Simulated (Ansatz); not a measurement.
Basis sets compared for As(OEt)3 (C₆H₁₅AsO₃). The state is a singlet with charge 0. Geometry r2SCAN-D4/def2-SVP. Ansatz on 4 threads of Intel Xeon on a shared host; times are rough, and most runs start from earlier orbitals.

```xyz
25

As    0.845   -0.310    0.587
O    -0.699    0.165    1.354
C    -1.330   -0.768    2.226
C    -2.577   -0.118    2.785
H    -1.592   -1.688    1.667
H    -0.648   -1.064    3.051
H    -3.104   -0.806    3.465
H    -2.318    0.796    3.342
H    -3.260    0.160    1.967
O     0.091   -1.383   -0.628
C     0.920   -1.928   -1.650
C     0.077   -2.860   -2.493
H     1.335   -1.113   -2.274
H     1.779   -2.479   -1.212
H     0.676   -3.303   -3.304
H    -0.333   -3.674   -1.874
H    -0.767   -2.310   -2.938
O     0.929    1.114   -0.492
C     1.337    2.358    0.069
C     1.414    3.375   -1.049
H     0.609    2.682    0.837
H     2.324    2.262    0.569
H     1.721    4.359   -0.661
H     2.141    3.055   -1.811
H     0.431    3.479   -1.534
```

Binding counts from free atoms (As quartet, O triplet, C triplet, H doublet) in the same basis, without a counterpoise term.

```
           level  functions  energy (Eh)  HOMO (eV)  LUMO (eV)  binding per atom (eV)  wall time
 PBE-D4/def2-SVP        233   -2697.7262      -5.61      -0.48                   4.14       11 s
PBE0-D4/def2-SVP        233   -2697.8282      -7.00       0.38                   4.05       17 s
```

(1) Estimate the rows for PBE-D4/def2-TZVP, PBE0-D4/def2-TZVP.

Results:

(1) 
```tsv
level	functions	energy (Eh)	HOMO (eV)	LUMO (eV)	binding per atom (eV)	wall time
PBE-D4/def2-TZVP	417	-2698.5422	-5.79	-0.72	4.11	21 s
PBE0-D4/def2-TZVP	417	-2698.6372	-7.10	0.16	4.02	45 s
```
